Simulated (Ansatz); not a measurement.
Relaxation of BCl2FH3N (8 atoms, charge 0, multiplicity 1), to a largest force component of 0.03 eV/Å in at most 50 steps.

All numbers below come from RHF/def2-SVP (Ansatz 0.2.0).

```xyz
8
Properties=species:S:1:pos:R:3
B 0.086 -0.616 -0.316
F -0.190 0.386 1.995
Cl 1.603 0.214 -0.662
Cl -1.447 0.002 -0.932
N 0.114 -1.911 0.380
H -0.686 -2.510 0.341
H 0.984 -2.393 0.491
H -0.141 -0.512 2.131
```

**Question.** Where does it end, and by what steps?

**Answer.** The forces met the threshold. After 10 steps the energy has fallen by 0.238 eV; F2 moved furthest, 0.66 Å.

```csv
step,energy less start (eV),largest force component (eV/Å),accepted
0,0.0000,2.237,yes
1,-0.1189,1.927,yes
2,-0.1120,2.589,no
3,-0.1591,1.511,yes
4,-0.1992,1.217,yes
5,-0.2191,0.410,yes
6,-0.2269,0.405,yes
7,-0.2335,0.262,yes
8,-0.2348,0.309,yes
9,-0.2372,0.084,yes
10,-0.2376,0.029,yes
```

```xyz
8
Properties=species:S:1:pos:R:3
B 0.109 -0.676 -0.531
F -0.228 0.144 2.612
Cl 1.633 0.114 -0.949
Cl -1.411 -0.099 -1.221
N 0.104 -1.752 0.364
H -0.713 -2.319 0.483
H 0.958 -2.202 0.632
H -0.129 -0.550 2.038
```

Time of the run: 27 s on 1 thread of Arm Neoverse V2, on a shared host, peak memory 0.18 GiB.
